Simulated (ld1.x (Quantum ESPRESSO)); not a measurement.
# Pseudopotential generation for neodymium: RRKJ, PBE, fully relativistic.

Nd, norm-conserving RRKJ (Kleinman–Bylander form), made with ld1.x (Quantum ESPRESSO) 7.5 (PBE, fully relativistic). Core [Kr] 4d10, reference 4f4 5s2 5p6 5d0 6s2 6p0. Waves: 5s (bound): rc 2.50 bohr; 5p (bound): rc 2.85 bohr; 4f (bound): rc 1.15 bohr; 5d (bound, empty): rc 3.45 bohr. Local part: the d channel. Core correction: Bessel-smoothed model core inside 0.90 bohr.

Open shells are filled in proportion to 2j + 1 (rel_dist='average').

Occupied shells without a wave of their own: 6s. They enter only through the test configuration that unscreens the potential, and ld1.x also counts them in the model core charge.

All-electron outer shells of the reference configuration (PBE, scalar-relativistic, ld1.x):

| shell | level (eV) | outermost node (bohr) | outermost maximum (bohr) |
| --- | --- | --- | --- |
| 4p | -225.97 | 0.32 | 0.59 |
| 4d | -116.67 | 0.29 | 0.62 |
| 5s | -40.46 | 0.72 | 1.32 |
| 5p | -22.09 | 0.77 | 1.50 |
| 6s | -3.50 | 1.77 | 3.78 |
| 5d | -1.92 | 0.88 | 2.24 |
| 4f | -1.75 | – | 0.67 |
| 6p | -1.23 | 2.14 | 5.04 |

(1) Is a potential produced?

Results:

(1) No. ld1.x (Quantum ESPRESSO) 7.5 stopped with "run_pseudo: Errors in PS-KS equation": the pseudo-atom solver did not find the valence states with the expected number of nodes, which is the usual sign of a ghost state. Before that it printed "Warning: n=2, l=0 expected 1 nodes, found 2".
